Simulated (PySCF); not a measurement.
# How methods differ on the excitation energy of Zr⁺

Zr⁺ [Kr] 4d2 5s1 (4F) → Zr⁺ [Kr] 4d3 (4F), as a difference of total energies. All numbers are calculated (PySCF 2.14, the spin-free X2C one-electron Hamiltonian (Gaussian nucleus), in x2c-QZVPPall (13s8p7d3f2g, 111 functions)). Correlated levels: valence: [Kr] frozen; valence and next inner shell: [Ar] 3d10 frozen. The calculations carry no spin-orbit coupling.

Task: Order these methods by the excitation energy they give, lowest first.
A. MP2 (valence)
B. r2SCAN
C. UHF
D. PBE0

Result: D (0.166 eV), B (0.228 eV), A (0.389 eV), C (0.487 eV).

Errors of the correlated levels include the incompleteness of this basis and the frozen core.

For comparison: 0.312 eV (measured; NIST levels, between the centres of gravity of the two terms).
